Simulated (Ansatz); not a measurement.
```yaml
crystal:
  periodic: [false, false, false]
  atoms:
    - {symbol: C, position_ang: [0.893645, -1.431763, -0.768338]}
    - {symbol: O, position_ang: [-0.050848, -0.725629, -0.007234]}
    - {symbol: W, position_ang: [-0.452044, 1.067294, 0.286115]}
    - {symbol: O, position_ang: [-1.771294, 0.526888, 1.505964]}
    - {symbol: F, position_ang: [0.006146, 1.272652, -1.526268]}
    - {symbol: F, position_ang: [-1.521526, 2.560484, -0.027484]}
    - {symbol: S, position_ang: [1.229246, 1.749546, 1.366858]}
    - {symbol: H, position_ang: [0.979706, -0.980514, -1.760824]}
    - {symbol: H, position_ang: [1.867017, -1.392186, -0.269361]}
    - {symbol: H, position_ang: [0.568735, -2.469178, -0.863251]}
    - {symbol: Xx, position_ang: [-1.683584, -0.234694, 2.084521]}
basis:
  gaussian: {orbitals: def2-mTZVP}
magnetization: {spin_polarized: true, initial_magnetization: 2}
hamiltonian: {xc: {name: BLYP}, dispersion: d3bj}
output: {forces: true}
```

```sh
$ ansatz run in.yaml --threads 4 --pin off --events-out ev --progress --plain --max-ram 11315MiB
```

It prints (some lines left out):

```
Error: YAML parse error: error: line 14 column 16: `Xx` is not an element symbol (H … Og, case-exact)
12 |     - {symbol: H, position_ang: [1.867017, -1.392186, -0.269361]}
13 |     - {symbol: H, position_ang: [0.568735, -2.469178, -0.863251]}
14 |     - {symbol: Xx, position_ang: [-1.683584, -0.234694, 2.084521]}
15 | basis:
16 |   gaussian: {orbitals: def2-mTZVP}
```

**Question.** Something in this input is off. What?

**Answer.** An element symbol is wrong. The input was rejected before any iteration.
